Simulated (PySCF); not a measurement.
# How methods differ on the excitation energy of Rh²⁺

Rh²⁺ [Kr] 4d7 (4F) → Rh²⁺ [Kr] 4d6 5s1 (6D), as a difference of total energies. Calculation: PySCF 2.14, in aug-cc-pVTZ-PP with ECP28MDF; a scalar-relativistic core potential. Correlated levels: valence: 4s2 4p6 frozen. The calculations carry no spin-orbit coupling.

```
           method  excitation energy (cm⁻¹)
              UHF                     38006
    MP2 (valence)                     42408
SCS-MP2 (valence)                     46697
   CCSD (valence)                     42045
CCSD(T) (valence)                     42192
```
